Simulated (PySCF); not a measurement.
C5H3F2O (charge +1).
Numbering: `[CH:1]#[C:2][C@H:3]([C:4]#[O+:5])[CH:6]([F:7])[F:8]` (hydrogens: H9 on C1; H10 on C3; H11 on C6)

Structure used (GFN2-xTB), in Å, numbered top down from 1:
```xyz
11
C5H3F2O angstrom
C      0.6173    2.2123   -0.6190
C      0.5341    1.0593   -0.3072
C      0.4057   -0.3424    0.1230
C      0.7078   -1.0523   -1.0368
O      0.9569   -1.5297   -2.0139
C     -1.0223   -0.6596    0.7602
F     -1.0430   -0.1167    1.9678
F     -1.1335   -1.9818    0.8800
H      0.6949    3.2380   -0.8584
H      1.1383   -0.5651    0.9235
H     -1.8509   -0.2594    0.1548
```

Method used: PySCF 2.14.0, density-fitted response routines, TDDFT PBE0/def2-SVPD, vertical, gas phase, core orbitals frozen in the response.

Kohn–Sham orbitals with the atoms that hold most of them (Löwdin shares over 4%, at most four atoms; ? is withheld):

```csv
orbital,ε (eV),atoms
HOMO-3,-17.09,"F7 55%, F8 41%"
HOMO-2,-15.81,"F7 26%, F8 24%, C6 17%, H11 13%"
HOMO-1,-14.07,?
HOMO,-13.88,?
LUMO,?,"C4 41%, O5 32%, C3 10%, C6 7%"
LUMO+1,-8.21,"C4 43%, O5 31%, C3 9%, C2 6%"
LUMO+2,-4.78,"C1 23%, C2 20%, C4 17%, C3 14%"
```

(1) Give the leading atoms of the HOMO.

(2) Give the leading atoms of the HOMO-1.

(3) What is the LUMO energy, and the HOMO–LUMO gap?

Results:

(1) C2 (bonded to 2 C) 42%; C1 (bonded to C and H) 40%; C3 (bonded to 3 C and H) 7%.

(2) C2 (bonded to 2 C) 44%; C1 (bonded to C and H) 39%; C3 (bonded to 3 C and H) 6%.

(3) ε(LUMO) = -8.47 eV; the gap is 5.41 eV (0.1988 hartree).

Question: How does S1 compare with the orbital gap of 5.41 eV?

Answer: S1 is at 4.16 eV (f = 0.0053), 1.25 eV below the gap, made of HOMO→LUMO (70%), HOMO→LUMO+1 (28%). 

Question: Give energy, strength and leading configuration of S3, S4, S5 and S6, and follow the Löwdin shares of the leading atoms from the occupied to the empty orbital.

Answer: 
- S3 (4.34 eV, f 0.0037), HOMO-1→LUMO (94%): C2 44% → at most 8%, C1 39% → at most 8%, C4 at most 4% → 41%, O5 at most 4% → 32%
- S4 (4.79 eV, f 0.072), HOMO-1→LUMO+1 (92%): C2 44% → 6%, C1 39% → at most 6%, C4 at most 4% → 43%, O5 at most 4% → 31%
- S5 (6.19 eV, f 0.053), HOMO-2→LUMO (89%): F7 26% → at most 8%, F8 24% → at most 8%, C4 at most 14% → 41%, O5 at most 14% → 32%
- S6 (6.29 eV, f 0.011), HOMO-2→LUMO+1 (89%): F7 26% → at most 6%, F8 24% → at most 6%, C4 at most 14% → 43%, O5 at most 14% → 31%

Löwdin shares depend on the basis, the more so with diffuse functions.

One conformer stands for the species.
